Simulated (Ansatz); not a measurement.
A made-up structure of AlBH₄SO, singlet:

```csv
atom,x (Å),y (Å),z (Å)
B1,-0.6699,1.5399,0.1793
S2,0.8038,1.2051,-0.7625
Al3,0.9870,-0.9832,-0.4929
O4,-0.1156,-1.8808,0.4136
H5,-1.0426,2.6718,0.2282
H6,-1.2773,0.6809,0.7474
H7,2.1867,-1.7350,-1.1694
H8,-0.2404,2.5059,0.6317
```

It is relaxed with PBE-D4/def2-SVP and then PBE0-D4/def2-TZVP (Ansatz 0.2.0). Atoms count as bonded within 1.22 times the sum of their covalent radii (H–H: 0.88 Å). The end point is not checked to be a true minimum.

Does its bonding change? (Judge from chemistry; the calculation decides.)

By the calculation: Yes. Formed: B1–Al3, B1–O4, H5–H8; broken: B1–H5, B1–H8.

Where it ends: The first stage lowers the energy by 5.61 eV in 60 steps. It ends as a complex of AlBH₂SO ([O]1[BH]2[S][AlH]12) + H₂:
B1  (-1.088, 0.025, -0.923)
S2  (0.172, 1.137, -1.751)
Al3  (0.966, 0.132, 0.003)
O4  (-0.611, -0.603, 0.185)
H5  (0.692, 1.634, 1.739)
H6  (-2.197, -0.102, -1.347)
H7  (2.316, -0.207, 0.724)
H8  (0.381, 1.990, 1.148)
(Å)

Labels in which every atom is bracketed show which atoms are joined, not bond orders.

For scale, one of the runs: PBE0-D4/def2-TZVP relaxation, 160 basis functions, launched by `ansatz run in.yaml --threads 2 --pin off --events-out ev --progress --plain --max-ram 4352MiB`. Hardware: 2 CPU threads of an Arm Neoverse V1, shared host. Wall time about 55 s.
